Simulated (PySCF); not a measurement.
**Dipole response of Co²⁺ (cobalt, charge +2)**

[Ar] 3d7, high-spin 4F determinant. Computed with PySCF 2.14 in x2c-QZVPPall with one added diffuse shell each of s, p, d, f, g type (12s8p6d5f3g, 128 functions), with scalar relativity by spin-free X2C-1e. Coupled (time-dependent) response in atomic units; α is the mean over directions.

```tsv
method	mean α (bohr³)	C₆ (like pair)	S(−4)
UHF	2.925	8.168	3.897
PBE	3.793	10.84	8.427
```

S(−4) is the Cauchy moment in α(ω) = α(0) + S(−4) ω² + …

α(iu) at PBE:

| u (hartree) | α(iu) (bohr³) |
| --- | --- |
| 0 | 3.793 |
| 0.0500 | 3.772 |
| 0.100 | 3.712 |
| 0.200 | 3.502 |
| 0.300 | 3.230 |
| 0.500 | 2.695 |
| 0.750 | 2.179 |
| 1.00 | 1.810 |
| 1.50 | 1.323 |
| 2.00 | 1.016 |
| 3.00 | 0.6545 |
| 5.00 | 0.3353 |

A single London oscillator, α(iu) = α/(1 + u²/ω²), gives C₆ = (3/4) ω α². Matching the computed C₆ needs ω = 4 × 10.84 / (3 × 3.793²) = 1.00 hartree.

For an ion, C₆ is the dispersion term alone; charge-induced terms of lower order in 1/R come first.
